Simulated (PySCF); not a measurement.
Ionising ZnBr

r²SCAN; basis Zn def2-TZVPPD, Br def2-TZVPPD; no relativity; PySCF 2.14. Neutral (UKS): doublet (σ ↑), Re = 2.291 Å, ωe = 279 cm⁻¹, De = 2.15 eV, HOMO -5.97 eV, LUMO -4.14 eV.

ZnBr⁺ (UKS): singlet (closed shell), Re = 2.180 Å, ωe = 345 cm⁻¹, De = 2.55 eV to Zn⁺ + Br. The energies at the minima are -4353.54599 hartree for ZnBr and -4353.22238 for ZnBr⁺.

Problem. Work out the adiabatic ionisation energy, without and with harmonic zero-point energies (1 hartree = 27.2114 eV, 1 eV = 8065.5 cm⁻¹), and the change of the bond length.

Solution. At r²SCAN: 0.32361 hartree = 8.806 eV between the minima; the zero-point term (345.0 − 279.0)/2 cm⁻¹ = +0.004 eV makes it 8.810 eV. Re changes by -11.1 pm against the neutral. The electron leaves a σ orbital, and the shorter bond of the ion fits an antibonding orbital, or a change in how ionic the bond is.

ZnBr⁻ (UKS): singlet (closed shell), Re = 2.665 Å, ωe = 132 cm⁻¹, De = 0.67 eV to Zn + Br⁻. The energies at the minima are -4353.54599 hartree for ZnBr and -4353.62090 for ZnBr⁻.

Problem. Work out the adiabatic electron affinity, without and with harmonic zero-point energies (1 hartree = 27.2114 eV, 1 eV = 8065.5 cm⁻¹), and the change of the bond length.

Solution. At r²SCAN: 0.07491 hartree = 2.038 eV between the minima; the zero-point term (279.0 − 132.0)/2 cm⁻¹ = +0.009 eV makes it 2.048 eV. Re changes by +37.4 pm against the neutral. The electron enters a σ orbital, and the ion is left as a loose complex of an ion and an atom.

For an ion De counts to the pair picked by the measured ionisation energies or electron affinities, which need not be the lowest pair at this level. States were picked by a PBE0 search and need not be the measured ground states.
